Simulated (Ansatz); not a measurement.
Pulling on the Be1–F2 bond in BeF2 (SMILES [F][Be][F]) (multiplicity 1 held, fragments rigid). Energies count from the point at 1.381 Å.
Geometry at that point (charge 0, multiplicity 1):
| atom | x (Å) | y (Å) | z (Å) |
|---|---|---|---|
| Be | 0.0000 | 0.0000 | 0.0000 |
| F | 0.0000 | 0.0000 | -1.3812 |
| F | 0.0000 | 0.0000 | 1.3812 |

Restricted levels (R-, RO-) in cc, def2 and unpolarised 6-31G sets keep to the state of the molecule at rest. U- levels take the lowest unrestricted solution at each point, which mixes spins at long bonds. Levels need not reach the same state.

Frozen-core correlation.

Run with Ansatz (Gaussian basis) for Hartree–Fock, density functionals and correlated methods. Each number belongs to the level named beside it.

Energies in kJ/mol.

| R (Å) | R-r2SCAN/aug-cc-pVTZ | U-B3LYP/aug-cc-pVTZ | R-SCS-MP2/aug-cc-pVTZ | R-CCSD(T)/aug-cc-pVTZ |
|---|---|---|---|---|
| 1.105 | 227 | 225 | 237 | 235 |
| 1.243 | 41 | 41 | 45 | 44 |
| 1.381 | 0 | 0 | 0 | 0 |
| 1.519 | 25 | 26 | 23 | 24 |
| 1.657 | 80 | 80 | 75 | 77 |
| 1.865 | 178 | 178 | 172 | 175 |
| 2.072 | 274 | 275 | 270 | 273 |
| 2.417 | 413 | 414 | 413 | 416 |
| 2.762 | 519 | 519 | 527 | 525 |
| 3.177 | 610 | 593 | 633 | 612 |
| 3.729 | 686 | 640 | 734 | 580 |
| 4.420 | 735 | 666 | 809 | -322 |

Doubts at one or more of the structures used: a restricted determinant that unrestricted orbitals would lower (R-r2SCAN/aug-cc-pVTZ, R-SCS-MP2/aug-cc-pVTZ, R-CCSD(T)/aug-cc-pVTZ); a spin-contaminated determinant (U-B3LYP/aug-cc-pVTZ); T1 above 0.05 (R-CCSD(T)/aug-cc-pVTZ); other coupled-cluster roots lie near (R-CCSD(T)/aug-cc-pVTZ).

Ansatz is an electronic-structure program.
